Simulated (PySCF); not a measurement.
BiI2 (SMILES [I][Bi][I]), doublet, geometry from GFN2-xTB (such geometries of metal compounds can be far from the true shape) (the spin is typed, not shown lowest) (core potentials on Bi, I). Base run: DF-B3LYP/def2-TZVP (PySCF).

PySCF was given this input:
```python
from pyscf import gto, scf, dft

mol = gto.Mole()
mol.atom = '''
    Bi    0.89619474    0.44438201    0.28746279
    I    -1.04089611    1.21333620   -1.58129724
    I    -0.36257867   -1.90925520    1.13111966
'''
mol.basis = 'def2-tzvp'
mol.ecp = {'Bi': 'def2-tzvp', 'I': 'def2-tzvp'}
mol.spin = 1
mol.verbose = 4
mol.build()

mf = dft.UKS(mol)
mf.xc = 'b3lyp'
mf = mf.density_fit(auxbasis='def2-universal-jkfit')
mf.kernel()
mf.analyze()
```

Each row names what was changed in the base input (with any setting that the change needs).

| change | E (Eh) | HOMO (eV) | dipole (D) | <S^2> | core-seconds (rough) |
|---|---|---|---|---|---|
| base | -810.40989 | -5.80 | 2.72 | 0.753 | 10 |
| functional = lc_wpbe | -810.23979 | -8.58 | 3.18 | 0.758 | 30 |
| functional = r2scan | -810.48184 | -5.38 | 2.70 | 0.756 | 30 |
| functional = x3lyp | -810.20039 | -5.82 | 2.74 | 0.753 | 20 |
| functional = tpss | -809.86306 | -5.10 | 2.61 | 0.753 | 40 |
| functional = blyp; dispersion = d4 | -810.02262 | -4.78 | 2.46 | 0.752 | 20 |
| functional = bp86 | -810.57556 | -5.12 | 2.47 | 0.752 | 30 |
| functional = wb97m_v | -810.03986 | -8.10 | 3.03 | 0.754 | 90 |
| functional = b3lyp5 | -810.13521 | -5.71 | 2.72 | 0.753 | 20 |
| functional = scan | -810.44095 | -5.36 | 2.47 | 0.755 | 30 |
| functional = o3lyp | -810.95879 | -5.40 | 2.78 | 0.754 | 20 |
| functional = mn15 | -808.28409 | -6.65 | 2.88 | 0.755 | 30 |
| functional = pbe; dispersion = d3zero | -810.15498 | -5.00 | 2.48 | 0.752 | 20 |

Totals shift with the method and basis; they matter in differences.

Open shells are given as the SCF converged; they aren't shown to be the lowest states, and a large step between rows can be another state.
